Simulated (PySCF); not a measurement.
# C4H12PSi2: g tensor and hyperfine couplings

C4H12PSi2 (doublet state).
Geometry (GFN2-xTB, Å), atoms numbered from 1 in this order:
```xyz
19
C4H12PSi2 angstrom
C     -2.2735   -0.8166    1.1870
Si    -0.8689    0.4267    0.8776
C     -0.7950    0.9260   -0.9765
C     -0.0072   -0.1150   -1.7789
C      1.1750   -0.6623   -1.0598
Si     1.2447   -0.5382    0.7815
P      2.8810    0.8298    1.5743
H     -2.3156   -1.1009    2.2334
H     -3.2415   -0.4022    0.9218
H     -2.1311   -1.7235    0.6068
H     -1.1239    1.6368    1.6772
H     -0.2786    1.8845   -1.0495
H     -1.7762    1.0674   -1.4284
H      0.3008    0.3051   -2.7443
H     -0.6776   -0.9524   -2.0229
H      1.8706   -1.2271   -1.6649
H      1.6159   -1.8213    1.4088
H      3.8353    0.3858    0.6790
H      2.5559    1.9066    0.7701
```

The hyperfine couplings belong to this conformer and change with its torsions.

As a line formula: `[Si@@H]1([Si@H](P)[CH]CC1)C` [radical].

Computed, not measured: UKS B3LYP, pcH-1 on C H P Si, non-relativistic, mean-field spin-orbit, GIAO in PySCF 2.14.0. One conformer (not necessarily the lowest) at the GFN2-xTB geometry, without solvent, vibrations or thermal averaging. The geometry wasn't refined by DFT: couplings that depend on bond lengths, twists or pyramidal angles can differ widely from those at the functional's own minimum. The SCF solution wasn't tested for stability.

| Property | Result |
| --- | --- |
| g1, g2, g3 | 2.00157, 2.00196, 2.00269 |
| g_iso | 2.00207 |
| Form of g | rhombic: the two nearest values differ by 35 % of g3 − g1 |
| ⟨S²⟩ | 0.7545 (exact 0.7500) |
| α and β electrons | 40, 39 |
| Total energy | -1080.00397 Eh |
| Basis functions | 325 |

Hyperfine couplings atom by atom, in 10⁻⁴ cm⁻¹; T1 to T3 are the principal values of the dipolar part; ρ(0) is the spin density at the nucleus (1 × 10⁻⁴ cm⁻¹ = 2.998 MHz):

```
atom  isotope  a_iso  of which spin–orbit     T1     T2    T3  Mulliken spin population  ρ(0) (bohr⁻³)
  C1      13C   -0.3                  0.0   -0.1   -0.1   0.2                      0.00        -0.0007
 Si2     29Si    0.6                  0.0   -0.4    0.0   0.4                      0.00        -0.0021
  C3      13C    2.9                  0.0   -0.4   -0.3   0.7                      0.01         0.0077
  C4      13C   -9.8                  0.0   -1.0    0.3   0.7                     -0.08        -0.0261
  C5      13C   27.6                  0.0  -23.9  -23.5  47.4                      0.96         0.0737
 Si6     29Si   16.0                  0.0   -1.2    0.1   1.1                     -0.04        -0.0542
  P7      31P   -2.3                 -0.2  -12.4  -11.6  24.0                      0.09        -0.0036
  H8       1H    0.1                  0.0   -0.2   -0.2   0.4                      0.00         0.0001
  H9       1H   -0.2                  0.0   -0.2   -0.2   0.4                      0.00        -0.0001
 H10       1H    0.0                  0.0   -0.5   -0.4   0.8                      0.00         0.0000
 H11       1H    0.8                  0.0   -0.3   -0.3   0.6                      0.00         0.0005
 H12       1H   -0.7                  0.0   -0.9   -0.7   1.7                      0.00        -0.0005
 H13       1H   -0.2                  0.0   -0.6   -0.5   1.1                      0.00        -0.0001
 H14       1H   23.6                  0.0   -1.6   -1.3   2.9                      0.03         0.0158
 H15       1H   49.7                  0.0   -2.0   -0.8   2.8                      0.06         0.0333
 H16       1H  -17.7                  0.0  -11.3   -0.3  11.6                     -0.04        -0.0119
 H17       1H   14.9                  0.0   -1.0   -0.6   1.6                      0.03         0.0100
 H18       1H   -0.8                  0.0   -1.1   -0.1   1.3                      0.00        -0.0006
 H19       1H   -0.4                  0.0   -1.1   -0.1   1.3                      0.00        -0.0002
```

The largest Mulliken spin populations are on C5 (+0.96), P7 (+0.09) and C4 (-0.08). No atom but C5 exceeds +0.15. The angles at C5 add up to 359.5°, so it is planar; its axial dipolar tensor and the negative coupling of its proton fit spin in a p orbital normal to that plane.

Under fast tumbling the dipolar parts average out, and these isotropic splittings remain (the largest six): 1 × 1H (H15, I = 1/2, 2 lines) with 5.32 mT, 1 × 1H (H14, I = 1/2, 2 lines) with 2.52 mT, 1 × 1H (H16, I = 1/2, 2 lines) with 1.90 mT, 1 × 1H (H17, I = 1/2, 2 lines) with 1.60 mT, 1 × 31P (P7, I = 1/2, 2 lines) with 0.25 mT and 1 × 1H (H11, I = 1/2, 2 lines) with 0.09 mT.

Class means assume fast exchange of nuclei equivalent by connectivity; if that motion is slow, each nucleus keeps its own coupling.

The 13C coupling of C5 (82.8 MHz) shows only in satellite lines or after enrichment, since that isotope makes up about 1.07 % of natural carbon.

The 29Si coupling of Si6 (48.0 MHz) shows only in satellite lines or after enrichment, since that isotope makes up about 4.7 % of natural silicon.

The spin density at the nucleus, in bohr⁻³, is negative for Si6 (-0.0542), C4 (-0.0261) and H16 (-0.0119), for instance. A restricted open-shell determinant has no negative spin density anywhere; here it arises because α and β orbitals differ (spin polarisation).
